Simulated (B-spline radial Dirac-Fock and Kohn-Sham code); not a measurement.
**Core and valence levels of Si⁷⁺**

System: Si⁷⁺ in the configuration 1s2 2s2 2p3; nuclear rms radius 3.1224 fm (A = 28).

The run's input, task.json:

```json
{"items": [{
  "Z": 14,
  "q": 7,
  "cfg": [[1, 0, 2], [2, 0, 2], [2, 1, 3]],
  "A": 28,
  "rrms": 3.1224,
  "do": ["binding"]
}]}
```

Run with: `python xray_run.py task.json out`

These are calculated numbers from a radial finite-basis atomic code; the model is Dirac-Fock ΔSCF + Breit + QED. The model has no electron correlation. Energies are counted from the vacuum level.

All terms are in eV, carry their sign (relaxation lowers the binding energy) and add up to the binding energy; ⟨r⟩ is the mean radius of the orbital in the initial state.

| subshell | −ε (Koopmans) | relaxation | Breit | QED | binding energy | ⟨r⟩ (bohr) |
| --- | --- | --- | --- | --- | --- | --- |
| K (1s) | 2097.5 | -12.58 | -1.02 | -0.42 | 2083.4 | 0.111 |
| L1 (2s) | 336.1 | -1.27 | -0.06 | -0.04 | 334.7 | 0.518 |
| L2,3 (2p) | 299.7 | -1.61 | -0.07 | 0.01 | 298.0 | 0.465 |

For the deepest level, K (1s), the Breit terms make up -0.049 % of the binding energy, QED -0.020 % and orbital relaxation -0.604 %.

Going to the tabulated ground configuration of the next ion removes an electron from L2,3 (2p), computed at 298.0 eV. NIST lists 303.59 ± 0.05 eV as the ionisation energy of this species (semi-empirical), +5.57 eV from the computed value. Where a p, d or f shell is open in either ion the computed value averages over both j values and all terms, while the table refers to the lowest levels; that difference holds spin-orbit splitting (largest in heavy or highly charged ions), term energies where several electrons share open shells, and correlation, and it can reach 10 % or more.
